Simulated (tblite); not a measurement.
Input of a run (GFN2-xTB geometry optimisation, gas phase (tblite 0.8.0)), started from a force field or distance geometry:
```
{"job": {"kind": "relax", "xc": "GFN2-xTB", "basis": "xTB"}, "charge": -1, "multiplicity": 1}
C      3.682600    -0.387200     0.557500
C      2.238200    -0.134000     0.396800
C      1.067800     0.073900     0.268600
Si    -0.734300     0.379500     0.042900
C     -1.083400     2.179500     0.199900
N     -1.706300    -0.508600     1.298000
Si    -2.572700    -1.779300     0.375700
H      4.075400     0.391100     1.259500
H      3.912400    -1.392000     0.913700
H      4.132500    -0.259000    -0.418100
H     -1.119300    -0.063700    -1.296200
H     -2.189100     2.334600     0.264400
H     -0.765900     2.740400    -0.695800
H     -0.635400     2.630000     1.125100
H     -1.565700    -2.343200    -0.537300
H     -3.140200    -2.785800     1.273000
H     -3.603500    -1.064300    -0.388100
```

Output (eV, eV/Å):
```
step      E/eV     max force
  0    -548.70716    4.744
  1    -549.28598    1.930
  2    -549.16447    6.778
  3    -549.39946    1.028
  4    -549.42564    0.615
  5    -549.48232    0.720
  6    -549.54478    0.883
  7    -549.56671    0.537
  8    -549.59525    0.382
  9    -549.62614    0.693
 10    -549.66079    0.702
 11    -549.69040    0.454
 12    -549.71715    0.441
 13    -549.74143    0.506
 14    -549.76717    0.583
 15    -549.79482    0.563
 16    -549.81658    0.330
 17    -549.83046    0.256
 18    -549.84128    0.282
 19    -549.85105    0.327
 20    -549.86069    0.256
 21    -549.87043    0.244
 22    -549.87936    0.262
 23    -549.88695    0.313
 24    -549.89345    0.285
 25    -549.89875    0.173
 26    -549.90282    0.174
 27    -549.90647    0.184
 28    -549.91014    0.182
 29    -549.91360    0.126
 30    -549.91690    0.135
 31    -549.92017    0.134
 32    -549.92346    0.200
 33    -549.92653    0.182
 34    -549.92883    0.110
 35    -549.93036    0.125
 36    -549.93161    0.125
 37    -549.93309    0.145
 38    -549.93523    0.144
 39    -549.93844    0.137
 40    -549.94022    0.116
 41    -549.94177    0.098
 42    -549.94342    0.094
 43    -549.94534    0.090
 44    -549.94688    0.092
 45    -549.94780    0.059
 46    -549.94844    0.062
 47    -549.94904    0.065
 48    -549.94972    0.075
 49    -549.95061    0.081
 50    -549.95161    0.082
 51    -549.95258    0.092
 52    -549.95344    0.083
 53    -549.95418    0.075
 54    -549.95486    0.072
 55    -549.95561    0.082
 56    -549.95619    0.061
 57    -549.95669    0.055
 58    -549.95722    0.060
 59    -549.95788    0.088
 60    -549.95890    0.120
 61    -549.96030    0.121
 62    -549.96172    0.105
 63    -549.96273    0.110
 64    -549.96339    0.064
 65    -549.96391    0.069
 66    -549.96438    0.104
 67    -549.96483    0.107
 68    -549.96524    0.103
 69    -549.96562    0.046
 70    -549.96597    0.037
 71    -549.96630    0.080
 72    -549.96659    0.105
 73    -549.96686    0.090
 74    -549.96706    0.046
 75    -549.96717    0.027
 76    -549.96725    0.043
 77    -549.96737    0.056
 78    -549.96754    0.050
 79    -549.96773    0.035
 80    -549.96789    0.032
 81    -549.96805    0.034
 82    -549.96824    0.042
 83    -549.96848    0.040
 84    -549.96877    0.037
 85    -549.96909    0.060
 86    -549.96945    0.065
 87    -549.96988    0.060
 88    -549.97036    0.053
 89    -549.97083    0.050
 90    -549.97129    0.051
 91    -549.97168    0.076
 92    -549.97205    0.067
 93    -549.97247    0.054
 94    -549.97281    0.043
 95    -549.97307    0.037
 96    -549.97330    0.032
 97    -549.97345    0.027
 98    -549.97354    0.020
 99    -549.97359    0.018
100    -549.97365    0.025
101    -549.97373    0.032
102    -549.97387    0.035
103    -549.97402    0.035
104    -549.97416    0.023
105    -549.97428    0.025
106    -549.97439    0.055
107    -549.97450    0.031
108    -549.97462    0.023
109    -549.97472    0.024
110    -549.97482    0.027
111    -549.97499    0.031
112    -549.97520    0.036
113    -549.97547    0.048
114    -549.97574    0.044
115    -549.97603    0.047
116    -549.97636    0.045
117    -549.97668    0.048
118    -549.97707    0.062
119    -549.97737    0.058
120    -549.97773    0.055
121    -549.97801    0.058
122    -549.97843    0.047
123    -549.97877    0.042
124    -549.97902    0.037
125    -549.97920    0.030
126    -549.97938    0.027
127    -549.97954    0.041
128    -549.97966    0.026
129    -549.97975    0.025
130    -549.97984    0.023
131    -549.97991    0.020
132    -549.97996    0.013
133    -549.97998    0.008
```

**Question.** Summarise the run.

**Answer.** The energy falls by 29.4 kcal/mol over 133 L-BFGS steps, the largest force on an atom goes from 4.74 to 0.008 eV/Å, and the atoms move by 0.593 Å rms after alignment. The bond that changes most is Si4–N6 (ends: SiH silicon; nitrogen bonded to 2 Si), which shortens by 0.155 Å. Bonds longer at the end by more than 0.005 Å: 8 of 16; shorter: 7. Among the angles that change most is Si4–N6–Si7, from 104.4° to 138.4°. Among the dihedrals that turn most is C5–Si4–N6–Si7, from 128° to 171°. The energy rose by more than 1e-5 eV at step 2. The first step brought 45 % of the lowering.

**Question.** What are the final bond lengths?

**Answer.** C1–C2 1.458 Å, C2≡C3 1.204 Å, C3–Si4 1.885 Å, Si4–C5 1.911 Å, Si4–N6 1.664 Å, N6–Si7 1.670 Å, C1–H8 1.093 Å, C1–H9 1.092 Å, C1–H10 1.093 Å, Si4–H11 1.505 Å, C5–H12 1.087 Å, C5–H13 1.089 Å, C5–H14 1.086 Å, Si7–H15 1.495 Å, Si7–H16 1.490 Å, Si7–H17 1.499 Å. Numbering counts from 1 in the input's order; the species is `CC#C[Si@H](C)[N-][SiH3]`.

Its lowest GFN2-xTB frequency is 15 cm⁻¹, too small to tell a flat minimum from a shallow saddle.

One conformer stands for the species.

All values are computed, not measured.
